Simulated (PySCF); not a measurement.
Molfile (atoms numbered from 1):
```
C4H13B2N
     RDKit          3D

 20 19  0  0  0  0  0  0  0  0999 V2000
    1.3069    1.6123   -0.6690 B   0  0  0  0  0  0  0  0  0  0  0  0
    0.8904    0.3851   -0.0678 N   0  0  0  0  0  0  0  0  0  0  0  0
    1.9131   -0.5553    0.2503 B   0  0  0  0  0  0  0  0  0  0  0  0
   -0.5632    0.1741    0.2233 C   0  0  0  0  0  0  0  0  0  0  0  0
   -0.8332   -1.1967    0.8377 C   0  0  0  0  0  0  0  0  0  0  0  0
   -1.3482    0.2773   -1.0868 C   0  0  0  0  0  0  0  0  0  0  0  0
   -1.0260    1.2494    1.2098 C   0  0  0  0  0  0  0  0  0  0  0  0
    2.4740    1.7831   -0.9113 H   0  0  0  0  0  0  0  0  0  0  0  0
    0.5057    2.4769   -0.9329 H   0  0  0  0  0  0  0  0  0  0  0  0
    3.0490   -0.2737   -0.0375 H   0  0  0  0  0  0  0  0  0  0  0  0
    1.6751   -1.6033    0.7934 H   0  0  0  0  0  0  0  0  0  0  0  0
   -1.9167   -1.3066    0.9913 H   0  0  0  0  0  0  0  0  0  0  0  0
   -0.5021   -2.0138    0.1807 H   0  0  0  0  0  0  0  0  0  0  0  0
   -0.3391   -1.3193    1.8121 H   0  0  0  0  0  0  0  0  0  0  0  0
   -1.1982    1.2520   -1.5714 H   0  0  0  0  0  0  0  0  0  0  0  0
   -2.4249    0.1561   -0.8967 H   0  0  0  0  0  0  0  0  0  0  0  0
   -1.0325   -0.5090   -1.7894 H   0  0  0  0  0  0  0  0  0  0  0  0
   -0.8978    2.2589    0.7942 H   0  0  0  0  0  0  0  0  0  0  0  0
   -0.4496    1.1867    2.1454 H   0  0  0  0  0  0  0  0  0  0  0  0
   -2.0905    1.1144    1.4529 H   0  0  0  0  0  0  0  0  0  0  0  0
  1  2  1  0
  2  3  1  0
  2  4  1  0
  4  5  1  0
  4  6  1  0
  4  7  1  0
  1  8  1  0
  1  9  1  0
  3 10  1  0
  3 11  1  0
  5 12  1  0
  5 13  1  0
  5 14  1  0
  6 15  1  0
  6 16  1  0
  6 17  1  0
  7 18  1  0
  7 19  1  0
  7 20  1  0
M  END
```

- couplings computed with B3LYP/pcJ-1 (spin–dipole term only in couplings to heteroatoms)
- PBE0/pcSseg-1 with gauge-including orbitals
- structure optimised with PBE0-D3(BJ)/def2-SVP
- code: PySCF 2.14.0 with density-fitted response routines
- one averaged value for each set of equivalent atoms, no relativistic terms, no solvent, one computed conformer

**Question.** List the cross peaks expected in HSQC, COSY and HMBC spectra.

**Answer.** 

HSQC (one-bond C–H):
| δH | δC | 1J(C,H) (Hz) |
| --- | --- | --- |
| 1.38 (H12/H13/H14/H15/H16/H17/H18/H19/H20) | 34.7 (C5/C6/C7) | 134 |

HMBC (two and three bonds, |J| ≥ 2.5 Hz):
| δH | δC [abs. J in Hz] |
| --- | --- |
| 5.95 (H8/H9/H10/H11) | 56.3 (C4) [5.5] |
| 1.38 (H12/H13/H14/H15/H16/H17/H18/H19/H20) | 56.3 (C4) [3.1], 34.7 (C5/C6/C7) [4.8] |

No COSY cross peaks are expected.

Chemical shifts δ = σref − σ; 1H (σref 31.27) and 13C (σref 184.41) vs TMS, all at this level.

Short H···H contacts in this conformer between protons four or more bonds apart (candidates for NOE cross peaks, intensity ∝ r⁻⁶): H9···H15 2.19 Å.

Hydrogens on boron are broadened and split by 11B (spin 3/2, 80 %) and 10B (spin 3). Shifts are as computed. Against solution values, carbons near 30 ppm lie about +2 ppm off and those near 130 ppm about +5 ppm. Of 1313 compounds with measured shifts, 239 miss one by over three times the rms of a fit or turn the order of signals round; such compounds aren't used in these exercises.
